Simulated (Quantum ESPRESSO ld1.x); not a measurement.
Values are calculated unless marked as measured or tabulated.
The molybdenum ion Mo3+, configuration [Kr] 4d3.

Level of theory: scalar-relativistic Kohn-Sham, LDA (Slater exchange, Perdew-Zunger correlation), spin-polarised, spherical densities, point nucleus; open shells are filled with parallel spins first (ld1.x of Quantum ESPRESSO 7.5).

Energy parts (eV):
| part | energy |
|---|---|
| total | -110005.95 |
| kinetic | 113396.61 |
| electron-nucleus | -263975.37 |
| Hartree | 43792.10 |
| exchange-correlation | -3219.28 |

Orbitals (lengths in bohr, moments of r in powers of bohr; <r^-3> diverges for s and p1/2; r(90%) holds 90 % of the orbital's charge):
orbital  occ.  eigenvalue (eV)  <r^-3>  r(90%)      <r^4>      <r>
1s down     1         -19827.9       -  0.0631  7.234e-06  0.03520
1s up       1         -19827.9       -  0.0631  7.234e-06  0.03520
2s up       1         -2829.53       -   0.238   0.001341   0.1539
2s down     1         -2829.14       -   0.238   0.001340   0.1539
2p up       3         -2534.88    2548   0.218  0.0009592   0.1340
2p down     3         -2534.58    2548   0.218  0.0009590   0.1340
3s up       1         -508.243       -   0.635    0.06939   0.4297
3s down     1         -507.968       -   0.635    0.06928   0.4296
3p up       3         -411.725   424.5   0.652    0.07652   0.4312
3p down     3         -411.425   424.5   0.652    0.07633   0.4311
3d up       5         -254.218   56.42   0.665    0.08377   0.4155
3d down     5         -253.813   56.43   0.664    0.08333   0.4153
4s up       1         -97.1560       -    1.60      2.791    1.097
4s down     1         -95.2415       -    1.59      2.759    1.093
4p up       3         -70.9737   63.40    1.79      4.397    1.213
4p down     3         -68.9278   64.19    1.79      4.365    1.209
4d up       3         -33.9787   5.025    2.47      15.66    1.604
4d down     0         -31.8396   5.024    2.50      16.56    1.615
5s up       0         -27.4648       -    3.77      87.52    2.646
5s down     0         -26.0086       -    3.87      96.62    2.707
5p up       0         -21.1241   10.85    4.37      156.7    3.049
5p down     0         -20.0006   9.845    4.52      178.1    3.145

The highest occupied level is 4d up at -33.979 eV. The density falls to 0.001 e/bohr^3 at r = 3.28 bohr. Spin moment in Bohr magnetons: 3. For comparison, the ionisation energy in NIST's Atomic Spectra Database is 40.3 eV (semi-empirical). In exact Kohn-Sham theory the highest level is minus the ionisation energy, but local and semilocal functionals leave it too shallow, through self-interaction and a potential that decays too fast; potentials with the right tail come closer. Summed over all electrons, <r^2> = 25.80 bohr^2, which gives a Langevin (diamagnetic) susceptibility term of -20.4 x 10^-6 cm^3/mol.
